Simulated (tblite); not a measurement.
Compound: C8H7F.
Numbering: `[CH:1]#[C:2][C@@H:3]1[C:4]([F:5])=[C:6]1[CH2:7][CH:8]=[CH2:9]` (hydrogens: H10 on C1; H11 on C3; H12, H13 on C7; H14 on C8; H15, H16 on C9)

The geometry is computed with GFN2-xTB (gas phase).

Task: What internal coordinates does the optimisation give?

Result: 
| bond | length (pm) | order |
| --- | --- | --- |
| C1≡C2 | 119.8 | triple |
| C2–C3 | 143.3 | single |
| C3–C4 | 149.7 | single |
| C4–F5 | 132.2 | single |
| C4=C6 | 129.4 | double |
| C6–C7 | 147.1 | single |
| C7–C8 | 150.4 | single |
| C8=C9 | 131.8 | double |
| C3–C6 | 153.8 | single |
| C1–H10 | 104.9 | single |
| C3–H11 | 108.9 | single |
| C7–H12 | 109.6 | single |
| C7–H13 | 109.2 | single |
| C8–H14 | 108.2 | single |
| C9–H15 | 107.8 | single |
| C9–H16 | 107.7 | single |

Orders are formal, as drawn. A selection of angles:
| angle | degrees |
| --- | --- |
| C1–C2–C3 | 179.1 |
| C2–C3–C4 | 120.1 |
| C2–C3–C6 | 119.7 |
| C4–C3–C6 | 50.5 |
| C3–C4–F5 | 143.3 |
| C3–C4–C6 | 66.4 |
| F5–C4–C6 | 150.2 |
| C4–C6–C7 | 154.1 |
| C3–C6–C4 | 63.1 |
| C3–C6–C7 | 142.6 |
| C6–C7–C8 | 109.4 |
| C7–C8–C9 | 124.0 |

Torsions: C2–C3–C4–F5 76° (synclinal); C3–C4–C6–C7 173° (antiperiplanar); C4–C6–C7–C8 -108° (anticlinal); C6–C7–C8–C9 120° (anticlinal); C2–C3–C6–C4 106° (anticlinal).

Of the pairs four or more bonds apart, H13···H15 is among the closest relative to their van der Waals radii: 2.43 Å, 101 % of the sum of Bondi's values. The 3-membered ring C3–C4–C6 has internal angles of 50.5° to 66.4°. The 8 C–C bonds span 1.198 Å (C1≡C2, drawn triple) to 1.538 Å (C3–C6, drawn single), a spread of 0.340 Å.

Point group: C1 (no symmetry element, even within 0.4 Å). Its GFN2-xTB frequencies are all real (lowest 26 cm⁻¹). One conformer, not necessarily the lowest. 3 starts were optimised and ended at 0.00, 0.45 and 0.53 kcal/mol (GFN2-xTB); the lowest of these is shown.
